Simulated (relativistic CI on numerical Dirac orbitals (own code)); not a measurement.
# Rb²²⁺: sensitivity of the levels to the model

Base calculation: Dirac-Coulomb-Breit CI, separate exchange-only KLI orbitals for each configuration, QED by a radiative potential, unscaled Slater integrals.

Configuration list (outside the closed core [Ne]): 3s²3p³, 3s3p⁴, 3s²3p²3d, 3p⁵, 3s3p³3d, 3p⁴3d, 3s3p²3d², 3s²3p3d4p, 3p⁴4s, 3s²3p²4s, 3s3p²3d4s, 3p⁴4p, 3s²3p²4p, 3s²3p3d², 3s²3d³, 3s3p3d³, 3s²3d²4s, 3s²3d²4p, 3p³3d², 3p²3d³, 3p²3d²4s, 3p²3d²4p, 3s²3p3d4s, 3s3p3d²4s, 3s²3d4s², 3s²3d4s4p. Double excitations out of closed p, d and f shells are left out; levels of such configurations are missing from the list, as are those of other unlisted configurations, and high levels can miss mixing partners.

Variants: (1) P86 correlation estimate; (2) configuration mixing switched off; (3) only the first 3 configurations. Shifts of the energy above 3s²3p³ ⁴S°3/2, in cm⁻¹, for the lowest level and the first level of each name with at least 55 % of one term (blank where a level changes its place among those of its configuration and J or its character, or is not in the variant):

```csv
Level,Base,Δ(1),Δ(2),Δ(3)
3s²3p³ ⁴S°3/2,0,0,0,0
3s²3p³ ²D°3/2,88314,+3,+1438,+1438
3s²3p³ ²D°5/2,120916,+3,+1666,+1666
3s²3p³ ²P°1/2,169280,+20,+8793,+8793
3s²3p³ ²P°3/2,243627,+24,+8054,+8054
3s3p⁴ ⁴P5/2,542654,+1577,+27101,-15633
3s3p⁴ ⁴P3/2,600379,+1576,+33781,-14664
3s3p⁴ ⁴P1/2,613840,+1579,+31145,-14375
3s3p⁴ ²D5/2,708687,+1572,+74391,-9605
3s²3p²3d ⁴F5/2,781479,+1477,-14133,-10905
3s²3p²3d ²F5/2,816466,+1477,-10078,-9354
3s²3p²3d ⁴F7/2,828194,+1473,-12281,-12281
3s²3p²3d ⁴D1/2,832611,+1509,,-8244
3s²3p²3d ⁴D3/2,849385,+1498,+7183,-7261
3s²3p²3d ⁴F9/2,862235,+1473,-12220,-12220
3s²3p²3d ⁴P5/2,949690,+1504,-40617,+2910
3s²3p²3d ⁴P1/2,971212,+1505,,+1104
3s²3p²3d ²G9/2,982638,+1479,-10384,-10384
3s²3p²3d ²D3/2,990620,+1496,-11243,-1160
3s²3p²3d ²D5/2,1025657,+1495,-37881,+772
3s3p³3d ⁶D°1/2,1209594,+2944,-34225,
3s3p³3d ⁶D°3/2,1211225,+2944,-33923,
```

At this charge energies of transitions that change n are usually good to better than 1 %, and those within a shell (Δn = 0) to a few per cent.

Ionisation energy from the two ground configurations alone: base 1013.29 eV; P86 correlation estimate 1014.9 eV. The NIST ASD value (semi-empirical) is 1024 eV.

LS names give the leading component of a level, which can be under half, so a name can repeat, a term be missing and a line seem to break the LS rules.
